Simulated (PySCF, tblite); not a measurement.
Isomers of C4H6Cl2Si. Computed values, GFN2-xTB/tblite, gas phase, harmonic and unscaled. Errors from tens to a few hundred cm⁻¹ against measured bands are possible. Modes of hydrogen on silicon can be 10 to 20 % off. One conformer each.

Electronic energies: PBE0/pcSseg-1 single points on the GFN2-xTB geometries (PySCF, gas phase).

```tsv
SMILES	electronic energy, lowest = 0 (kcal/mol)
[SiH3]CC#CC(Cl)Cl	53.1
ClCC1=C[SiH2][C@H]1Cl	27.9
Cl[SiH2]C1=C(Cl)CC1	0.0
```

Question: How do GFN2-xTB zero-point energies change the relative energies?

Answer: 
```tsv
SMILES	ZPE (kcal/mol)	of it from modes above 1550 cm⁻¹	electronic (kcal/mol)	with ZPE, lowest = 0 (kcal/mol)	lowest mode (cm⁻¹)	rings
Cl[SiH2]C1=C(Cl)CC1	53.0	26.0	0.0	0.0	3	1
ClCC1=C[SiH2][C@H]1Cl	52.1	26.1	27.9	26.9	36	1
[SiH3]CC#CC(Cl)Cl	49.1	25.9	53.1	49.2	11i	0
```

The zero-point energies span 3.9 kcal/mol, from `[SiH3]CC#CC(Cl)Cl` to `Cl[SiH2]C1=C(Cl)CC1`. Slightly imaginary modes are left out of the zero-point energy: `[SiH3]CC#CC(Cl)Cl` 10.9i cm⁻¹. The order is unchanged.

Question: And how do the electronic energies of GFN2-xTB itself compare?

Answer: `Cl[SiH2]C1=C(Cl)CC1` 0.0; `ClCC1=C[SiH2][C@H]1Cl` 40.3; `[SiH3]CC#CC(Cl)Cl` 46.4 kcal/mol, lowest = 0. Against the energies above, taken from the same isomer `Cl[SiH2]C1=C(Cl)CC1`, the largest difference is 12.4 kcal/mol.
